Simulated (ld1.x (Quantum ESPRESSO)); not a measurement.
# niobium: one change to a TM potential, before and after

ld1.x (Quantum ESPRESSO) 7.5 input, shortened:

```
&input
   title='Nb', zed=41., rel=1, dft='BLYP', iswitch=3,
   config='[Kr] 4d4 4f-2 5s0.5 5p0'
 /
 &inputp
   pseudotype=2, tm=.true., lloc=-1, rcloc=2.60,
   nlcc=.true., new_core_ps=.true., rcore=1.00
 /
4
5S  1  0   0.50   0.00  2.15  2.15  0.0
5P  2  1   0.00   0.00  2.65  2.65  0.0
4D  3  2   4.00   0.00  2.15  2.15  0.0
4F  4  3  -2.00   0.20  2.10  2.10  0.0
 &test
   configts(1)='4d4 5s0.5 5p0'
 /
```

All-electron outer shells of the reference configuration (BLYP, scalar-relativistic, ld1.x):

```json
{"shell": "4p", "level (eV)": "-37.46", "outermost node (bohr)": "0.54", "outermost maximum (bohr)": "1.12"}
{"shell": "5s", "level (eV)": "-6.64", "outermost node (bohr)": "1.40", "outermost maximum (bohr)": "3.00"}
{"shell": "4d", "level (eV)": "-5.95", "outermost node (bohr)": "0.55", "outermost maximum (bohr)": "1.49"}
{"shell": "5p", "level (eV)": "-3.34", "outermost node (bohr)": "1.62", "outermost maximum (bohr)": "3.90"}
```

Change: wave 5s (bound): rc 2.15 bohr becomes 5s (bound): rc 1.94 bohr.

Cutoffs: the cutoffs (Ry, on a coarse ladder) from which the occupation-weighted sum of valence levels, in a spherical-Bessel basis at the reference potential, stays within 10 and 1 mRy of its value at 400 Ry; they do not see the model core or the augmentation charge, which bear on the density cutoff. Errors are all-electron minus pseudo energies relative to the spin-unpolarised reference configuration.

Task: Predict the effect on cutoff, ghosts and configuration errors.

Result: The potential gets harder (35 Ry and 40 Ry → 35 Ry and 55 Ry); both files keep a bound ghost (s); of the 7 tests that both files solve, the error grows in 2 and shrinks in 1 by more than 15 % and 0.3 meV (median size 19.4 → 17.6 meV). A smaller radius makes the pseudo-wave follow the all-electron one further in, where it bends more sharply, so more plane waves are needed.

```tsv
quantity	base	changed
cutoff, loose	35 Ry	35 Ry
cutoff, tight	40 Ry	55 Ry
loose cutoff by channel (10 mRy a level)	s 12 Ry, d 30 Ry	s 35 Ry, d 30 Ry
bound ghosts	s	s
error for 4d4 5s1 5p0, meV [ΔE -2.63 eV]	+0.3	+0.7
error for 4d4 5s0 5p0, meV [ΔE 4.04 eV]	-2.0	-2.8
error for 4d3 5s0 5p0, meV [ΔE 18.03 eV]	-87	-93
error for 4d5 5s0 5p0, meV [ΔE -1.29 eV]	-19	-19
error for 4d3 5s2 5p0, meV [ΔE -3.21 eV]	+16	-18
error for 4d3 5s1 5p1, meV [ΔE 0.10 eV]	+32	+16
error for 4d1 5s0 5p0, meV [ΔE 79.48 eV]	-1600	-1636
s: phases at 2.91 bohr within 0.05 rad from the reference energy up to (Ry; the scan ends near 5)	-0.4	-0.4
p: phases at 2.91 bohr within 0.05 rad from the reference energy up to (Ry; the scan ends near 5)	0.1	0.1
d: phases at 2.91 bohr within 0.05 rad from the reference energy up to (Ry; the scan ends near 5)	1.4	1.4
f: phases at 2.91 bohr within 0.05 rad from the reference energy up to (Ry; the scan ends near 5)	3.4	3.4
```

Base: These tests converged, but a pseudo level misses the all-electron one widely, so the file describes the atom poorly there or has found another state: 4d3 5s0 5p0: empty 5s by 2.0 eV (a node warning on the way); 4d1 5s0 5p0: empty 5p by 5.9 eV (a node warning on the way). Changed file: These tests converged, but a pseudo level misses the all-electron one widely, so the file describes the atom poorly there or has found another state: 4d3 5s0 5p0: empty 5s by 2.4 eV (a node warning on the way); 4d1 5s0 5p0: empty 5p by 6.0 eV (a node warning on the way). A true bound ghost makes a file unfit for plane-wave use even where its test errors are small: the radial tests pick states by their node count and pass the ghost by.
